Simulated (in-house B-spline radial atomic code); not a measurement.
## Se IV (Se3+): [Ar] 3d10 4s2 4p1

All numbers are computed (non-relativistic Hartree-Fock, spin-polarised, averaged over the determinants with the given up and down occupations; point nucleus) with an all-electron radial atomic-structure program (B-spline basis), not measured.

Z_r = [3n² - l(l+1)]/(2<r>); Z_e = n√(-2ε); the last column is Slater's effective charge. Values are occupation-weighted means over spin.

| shell | electrons | ε (eV) | <r> (bohr) | Z_r | Z_e | Slater |
| --- | --- | --- | --- | --- | --- | --- |
| 1s | 2 | -12578 | 0.04498 | 33.35 | 30.41 | 33.70 |
| 2s | 2 | -1687.6 | 0.1993 | 30.10 | 22.27 | 29.85 |
| 2p | 6 | -1513.4 | 0.1728 | 28.94 | 21.09 | 29.85 |
| 3s | 2 | -279.42 | 0.581 | 23.24 | 13.60 | 22.75 |
| 3p | 6 | -217.46 | 0.5921 | 21.11 | 11.99 | 22.75 |
| 3d | 10 | -108.38 | 0.6188 | 16.97 | 8.47 | 12.85 |
| 4s | 2 | -53.078 | 1.695 | 14.16 | 7.90 | 8.00 |
| 4p | 1 | -41.942 | 1.912 | 12.03 | 7.02 | 8.00 |

The least bound orbital is 4p up at -41.94 eV, and it is also the most diffuse (<r> = 1.912 bohr).
